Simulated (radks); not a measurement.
The numbers below are computed, except where a source is named.
The rhenium ion Re5+, configuration [Xe] 4f14 5d2. Code: a radial shooting solver on a logarithmic mesh with Libxc functionals. Model: Dirac Kohn-Sham, PBE, spin-unpolarised, spherical densities, finite nucleus; open shells are shared between the two j in proportion to 2j + 1; Fermi nuclear charge, rms radius 5.3698 fm.

Unscreened Slater integrals over Kohn-Sham orbitals (hartree). Large and small components are both included.

F0(5d5/2,5d5/2): 0.58273
F2(5d5/2,5d5/2): 0.31059
F4(5d5/2,5d5/2): 0.20840
F0(5d5/2,5d3/2): 0.58900
F2(5d5/2,5d3/2): 0.31364
G2(5d5/2,5d3/2): 0.31333
G4(5d5/2,5d3/2): 0.21022
F0(5d5/2,4f7/2): 0.73974
F2(5d5/2,4f7/2): 0.18474
F4(5d5/2,4f7/2): 0.088737
G1(5d5/2,4f7/2): 0.068411
G3(5d5/2,4f7/2): 0.062113
G5(5d5/2,4f7/2): 0.049079
F0(5d5/2,5p3/2): 0.64854
F2(5d5/2,5p3/2): 0.33089
G1(5d5/2,5p3/2): 0.40217
G3(5d5/2,5p3/2): 0.25091
F0(5d3/2,5d3/2): 0.59554
F2(5d3/2,5d3/2): 0.31713
F0(5d3/2,4f7/2): 0.75444
F2(5d3/2,4f7/2): 0.19279
G3(5d3/2,4f7/2): 0.066070
G5(5d3/2,4f7/2): 0.052025
F0(5d3/2,5p3/2): 0.65793
F2(5d3/2,5p3/2): 0.33882
G1(5d3/2,5p3/2): 0.41716
G3(5d3/2,5p3/2): 0.26017
F0(4f7/2,4f7/2): 1.5831
F2(4f7/2,4f7/2): 0.77076
F4(4f7/2,4f7/2): 0.48738
F6(4f7/2,4f7/2): 0.35174
F0(4f7/2,5p3/2): 0.91837
F2(4f7/2,5p3/2): 0.29115
G2(4f7/2,5p3/2): 0.12125
G4(4f7/2,5p3/2): 0.099903
F0(5p3/2,5p3/2): 0.75100
F2(5p3/2,5p3/2): 0.40747
